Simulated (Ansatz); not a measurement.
Cd₁₃H₃₀S₁₃. The state is a triplet with charge 0. Geometry r2SCAN-D4/def2-SVP, that of the neutral singlet; atoms count from 1.

```xyz
56

Cd   -2.204   -0.612    2.656
Cd    2.523   -1.844    3.520
Cd   -0.034   -4.727    2.526
Cd   -2.027   -2.757   -0.759
Cd    2.863   -4.587    1.147
Cd    0.569    4.101    3.665
Cd   -2.537    3.683    2.953
Cd   -3.215    1.100   -0.858
Cd    0.053    4.704    0.109
Cd    0.930    0.283   -0.130
Cd    1.389   -1.653   -4.182
Cd    0.090    1.562   -5.304
Cd   -2.357   -0.457   -4.792
S    -0.069   -2.206    3.389
S    -1.021    1.589    3.694
S     2.586    0.866    4.008
S    -1.443   -0.440    0.202
S     2.458   -1.591    0.862
S     0.196   -4.145   -0.090
S    -1.009   -2.170   -3.260
S     2.896   -3.079   -2.370
S     1.238    2.545    1.141
S    -2.196    3.378    0.328
S    -2.014    1.691   -3.209
S     0.696    4.094   -2.500
S     1.305    0.567   -2.700
H    -3.655   -1.073    3.388
H     3.742   -2.611    4.406
H    -0.981   -5.981    3.137
H     1.950   -4.637    2.653
H    -3.457   -3.656   -0.822
H     4.062   -4.988    0.055
H     1.945    4.046    4.608
H    -3.979    4.123    3.707
H    -0.881    4.789    2.937
H    -4.904    1.068   -0.890
H     0.471    6.309    0.438
H     2.075   -1.783   -5.721
H     0.828    3.026   -5.618
H    -3.782   -0.801   -5.623
H    -0.618   -0.014   -5.654
H    -0.397   -2.489    4.671
H    -1.564    1.469    4.928
H     1.230    1.100    3.977
H     2.624    0.767    5.359
H     3.707   -1.131    0.618
H    -0.251   -5.345   -0.529
H    -1.356   -3.287   -3.940
H     1.865   -3.541   -1.582
H     2.961   -4.216   -3.102
H     2.540    2.843    0.929
H    -3.119    4.292   -0.051
H    -3.051    2.395   -3.721
H    -0.372    3.270   -2.774
H     0.108    5.184   -3.049
H     2.592    0.977   -2.780
```

In the def2 sets Cd takes a core potential; there is no spin–orbit coupling. Single mean-field runs in def2-TZVP are fitted with def2-universal-jkfit. At PBE0-D4/def2-TZVP a singlet of charge 0 lies 4.31 eV below the triplet at the same geometry.

**Question.** Estimate the Mulliken populations of the heavy atoms from the PBE0/def2-TZVP orbitals of Ansatz.

**Answer.** 
```tsv
atom	charge (e)	spin (α − β)	d electrons
Cd1	0.58	0.04	9.98
Cd2	0.46	0.02	9.99
Cd3	0.45	0.00	9.98
Cd4	0.58	0.04	9.98
Cd5	0.39	0.06	9.96
Cd6	0.39	0.06	9.96
Cd7	0.45	0.00	9.98
Cd8	0.58	0.04	9.98
Cd9	0.46	0.02	9.99
Cd10	0.53	0.56	9.99
Cd11	0.46	0.02	9.99
Cd12	0.39	0.06	9.96
Cd13	0.45	0.00	9.98
S14	-0.62	0.01	–
S15	-0.67	0.03	–
S16	-0.29	0.00	–
S17	-0.76	0.23	–
S18	-0.61	0.03	–
S19	-0.67	0.03	–
S20	-0.62	0.01	–
S21	-0.29	0.00	–
S22	-0.61	0.03	–
S23	-0.62	0.01	–
S24	-0.67	0.03	–
S25	-0.29	0.00	–
S26	-0.61	0.03	–
```
Mulliken values depend strongly on the basis.

**Question.** Where does the spin sit?

**Answer.** Summed by element: Cd 0.91, S 0.45, H 0.63, of 2 unpaired in all. Largest on single atoms: Cd10 0.56, S17 0.23, H36 0.16.

**Question.** And the Mayer bond orders between heavy atoms (over 0.3)?

**Answer.** Cd1–S15 0.34 (2.71 Å); Cd1–S17 0.46 (2.58 Å); Cd2–S14 0.37 (2.62 Å); Cd2–S16 0.32 (2.76 Å); Cd2–S18 0.39 (2.67 Å); Cd3–S14 0.35 (2.66 Å); Cd3–S19 0.34 (2.69 Å); Cd4–S17 0.46 (2.58 Å); Cd4–S19 0.34 (2.71 Å); Cd7–S15 0.34 (2.69 Å); Cd7–S23 0.35 (2.66 Å); Cd8–S17 0.46 (2.58 Å); Cd8–S24 0.34 (2.71 Å); Cd9–S22 0.39 (2.67 Å); Cd9–S23 0.37 (2.62 Å); Cd9–S25 0.32 (2.76 Å); Cd10–S17 0.33 (2.50 Å); Cd10–S18 0.32 (2.61 Å); Cd10–S22 0.32 (2.61 Å); Cd10–S26 0.32 (2.61 Å); Cd11–S20 0.37 (2.62 Å); Cd11–S21 0.32 (2.75 Å); Cd11–S26 0.39 (2.67 Å); Cd13–S20 0.35 (2.66 Å); Cd13–S24 0.34 (2.69 Å).
